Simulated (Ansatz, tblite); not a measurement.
Forces on the cluster Nb₂O₂⁻ at its r2SCAN-D4/def2-TZVPD geometry. Charge -1, multiplicity 2.

In the def2 sets Nb takes a core potential; there is no spin–orbit coupling. The xTB rows come from tblite. Correlated methods freeze 2 core orbitals; core or outer-core shells of Nb are correlated, in sets that lack core-valence functions. At PBE-QIDH/def2-TZVPD the charge -1 doublet is spin-contaminated (final ⟨S²⟩ up to 2.50, 0.75 for a pure state). The geometry of the doublet was relaxed on an unsound state (⟨S²⟩ 1.36, where a pure state has 0.75). At PBE0-D4/def2-TZVPD a quartet of charge -1 lies 0.06 eV below the doublet, each at its own geometry. The structure comes from a short search, and lower isomers may exist.

GFN1-xTB (tblite), largest force 0.87 eV/Å:

```xyz
4
positions Å, forces eV/Å
Nb    0.630    1.375   -0.330   -0.069   -0.168    0.025
Nb    0.219   -1.048   -1.066   -0.139    0.040    0.287
O    -0.680   -1.692    0.228    0.031   -0.700   -0.495
O    -0.168    1.365    1.169    0.177    0.827    0.183
```

GFN2-xTB (tblite), largest force 2.52 eV/Å:

```
Nb 0.646 2.381 0.267
Nb -0.191 -2.279 -1.060
O -0.337 -0.939 0.049
O -0.117 0.838 0.744
```

PBE-QIDH/def2-TZVPD (Ansatz), largest force 0.86 eV/Å:

```
Nb -0.133 0.523 0.577
Nb -0.349 -0.761 0.183
O 0.275 0.239 -0.369
O 0.207 -0.001 -0.392
```
